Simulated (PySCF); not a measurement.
**HI and its ions**

RHF; basis H cc-pVTZ, I cc-pVTZ-PP with ECP28; scalar-relativistic core potentials; PySCF 2.14. Neutral (RHF): singlet (closed shell), Re = 1.603 Å, ωe = 2444 cm⁻¹, De = 2.26 eV, HOMO -10.52 eV, LUMO 2.50 eV.

HI⁺ (UHF): doublet (π ↑), Re = 1.622 Å, ωe = 2343 cm⁻¹, De = 2.21 eV to H + I⁺. The energies at the minima are -295.24438 hartree for HI and -294.89050 for HI⁺.

Problem. Work out the adiabatic ionisation energy, without and with harmonic zero-point energies (1 hartree = 27.2114 eV, 1 eV = 8065.5 cm⁻¹), and the change of the bond length.

Solution. At HF: 0.35388 hartree = 9.630 eV between the minima; the zero-point term (2343.0 − 2444.0)/2 cm⁻¹ = -0.006 eV makes it 9.623 eV. Re changes by +1.9 pm against the neutral. Minus the HOMO energy is 10.52 eV, +0.89 eV from the value between the minima; Hartree–Fock orbital energies leave out relaxation and correlation. The electron leaves a π orbital, which is non-bonding in a hydride.

Spin–orbit coupling is left out, which matters for elements this heavy, above all for dissociation energies. For an ion De counts to the pair picked by the measured ionisation energies or electron affinities, which need not be the lowest pair at this level. Where the molecule has an RHF reference, its open-shell atoms are computed with UHF. Hartree–Fock leaves out correlation, which carries a large part of most bond energies and some tenths to 1 eV of ionisation energies. States were picked by a PBE0 search and need not be the measured ground states.

Neutral and ion stand on different kinds of reference determinant, which adds to the error of the difference.
